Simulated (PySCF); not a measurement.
Job file and geometry (Å, from GFN2-xTB) of an NMR shielding run on SMILES FC(F)[C@H](F)C1COC1, C5H7F3O, GIAO PBE0/pcSseg-1 NMR shielding, non-relativistic, gas phase in PySCF 2.14.0, density-fitted response routines; density fitting, a coarse starting grid and PySCF grid level 2 are the driver's defaults:

```
$ OMP_NUM_THREADS=1 python probes_run.py task.json out

{"job": {"kind": "nmr", "xc": "PBE0", "basis": "pcSseg-1"}, "charge": 0, "multiplicity": 1}
F      1.842040    -1.130431    -1.365588
C      1.992452    -0.404737    -0.234312
F      1.985890    -1.288027     0.785967
C      0.855591     0.623043    -0.117572
F      1.320020     1.675018     0.640179
C     -0.399602     0.044335     0.513780
C     -1.172713    -0.966421    -0.344395
O     -2.314852    -0.109703    -0.391550
C     -1.669855     0.896177     0.390477
H      2.978937     0.083104    -0.260639
H      0.656544     1.024234    -1.120352
H     -0.175543    -0.288666     1.527293
H     -1.393521    -1.919140     0.141792
H     -0.762358    -1.150928    -1.341008
H     -2.197492     1.088868     1.327323
H     -1.553136     1.832218    -0.162806
```

Task: Write the output of this run.

Result: 
```
coarse grid: 14120 points
cycle   1  E = -568.5725262274  dE =  1.355e+00  |g| = 9.389e-01  |ddm| = 3.441e+00
cycle   2  E = -568.3909774174  dE =  1.815e-01  |g| = 1.429e+00  |ddm| = 1.532e+00
cycle   3  E = -568.7187543414  dE = -3.278e-01  |g| = 7.293e-02  |ddm| = 1.000e+00
cycle   4  E = -568.7194554554  dE = -7.011e-04  |g| = 4.304e-02  |ddm| = 7.112e-02
cycle   5  E = -568.7198057731  dE = -3.503e-04  |g| = 1.001e-02  |ddm| = 3.325e-02
cycle   6  E = -568.7198200350  dE = -1.426e-05  |g| = 3.099e-03  |ddm| = 7.119e-03
cycle   7  E = -568.7198218237  dE = -1.789e-06  |g| = 3.643e-04  |ddm| = 2.566e-03
final grid: 139664 points
cycle   8  E = -568.8057133940  dE = -5.726e-05  |g| = 1.262e-02  |ddm| = 3.344e-02
cycle   9  E = -568.8056793777  dE =  3.402e-05  |g| = 1.900e-02  |ddm| = 1.941e-02
cycle  10  E = -568.8057434729  dE = -6.410e-05  |g| = 1.263e-03  |ddm| = 1.162e-02
cycle  11  E = -568.8057437906  dE = -3.177e-07  |g| = 3.141e-04  |ddm| = 1.315e-03
cycle  12  E = -568.8057438073  dE = -1.667e-08  |g| = 1.093e-04  |ddm| = 2.927e-04
cycle  13  E = -568.8057438089  dE = -1.609e-09  |g| = 2.879e-05  |ddm| = 7.659e-05
cycle  14  E = -568.8057438090  dE = -1.257e-10  |g| = 8.139e-06  |ddm| = 2.224e-05
converged SCF energy = -568.8057438090

GIAO shielding tensors (ppm)
atom      isotropic    diamagn.    paramagn.     s11        s22        s33       span
  0 F      314.374     473.387    -159.013    210.618    330.357    402.147    191.528
  1 C       64.207     236.602    -172.394     52.487     65.965     74.170     21.683
  2 F      324.413     474.749    -150.336    232.735    339.232    401.271    168.536
  3 C       87.329     244.400    -157.071     66.319     79.228    116.438     50.119
  4 F      395.043     472.648     -77.605    374.077    378.797    432.255     58.178
  5 C      151.676     247.081     -95.404    134.433    150.896    169.700     35.267
  6 C      114.731     247.393    -132.662     86.603     87.838    169.753     83.150
  7 O      331.019     396.759     -65.739    259.614    358.011    375.433    115.819
  8 C      110.192     246.751    -136.558     85.585     86.867    158.126     72.541
  9 H       25.311      26.252      -0.941     23.103     24.130     28.701      5.598
 10 H       26.617      30.522      -3.905     24.230     26.759     28.862      4.631
 11 H       28.079      31.053      -2.974     24.133     29.511     30.593      6.460
 12 H       26.775      29.621      -2.846     23.431     26.581     30.312      6.882
 13 H       26.961      30.346      -3.385     22.859     27.662     30.362      7.503
 14 H       26.601      28.941      -2.340     23.678     25.606     30.517      6.839
 15 H       26.848      29.532      -2.684     23.527     26.564     30.453      6.926
```

Task: Turn these shieldings into chemical shifts. Shifts are taken against calculated references (same method and geometry level): CFCl3 for ¹⁹F (170.95 ppm); TMS for ¹³C (186.93 ppm), ¹H (31.72 ppm); ¹⁷O (336.08 ppm) vs H2O.

Result: Averaging equivalent atoms: F 0: -143.4; F 2: -153.5; F 4: -224.1; C 1: 122.7; C 3: 99.6; C 8: 76.7; C 6: 72.2; C 5: 35.2; O 7: 5.1; H 9: 6.41; H 14: 5.12; H 10: 5.10; H 12: 4.94; H 15: 4.87; H 13: 4.76; H 11: 3.64 ppm. Unscaled 19F shifts against computed CFCl3 carry errors that often reach 10 to 50 ppm. Experimental scales use liquid or dissolved standards, which lie at an offset from isolated H2O (liquid H2O: subtract about 36 ppm).

Size and cost of the density-fitted run: 188 basis functions, 46 s wall time on 1 thread of an Arm Neoverse N1, shared host.
